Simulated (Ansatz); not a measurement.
`C=CBCl` + `C=C=CC` → `C=C=C(C)BCl` + `C=C`  (formal exchange of groups at a B–C bond)

Gas-phase electronic energies from Ansatz, PBE0-D4/def2-TZVP geometries. CCSD(T)/CBS adds triple-zeta CCSD(T) − MP2 to the extrapolated MP2 energy (def2 sets, frozen cores). This one scheme is used for every species. One conformer a species, not always the lowest.

```
      species  CCSD/def2-TZVPP energy (Eh)
     `C=CBCl`                   -562.97040
     `C=C=CC`                   -155.64673
`C=C=C(C)BCl`                   -640.19611
        `C=C`                    -78.42519
```

**Question.** Work out ΔE.

**Answer.** ΔE = (-640.19611) + (-78.42519) − (-562.97040) − (-155.64673) = -0.00417 Eh = -10.9 kJ/mol. CCSD(T)/CBS gives -13.1 kJ/mol.

Largest T1 diagnostic among the species: 0.012.

In def2-TZVPP, CCSD(T) changes the Hartree–Fock value by −8.3 kJ/mol (the triples alone add −1.9 kJ/mol) and MP2 by −12.2 kJ/mol. Leaving LDA and LC-ωPBE aside and taking each functional with its dispersion term where it has one, the values, not all of them listed here, spread over 3.7 kJ/mol, from revPBE-D4 to B2PLYP. LDA lies −4.2 kJ/mol from PBE without D4.
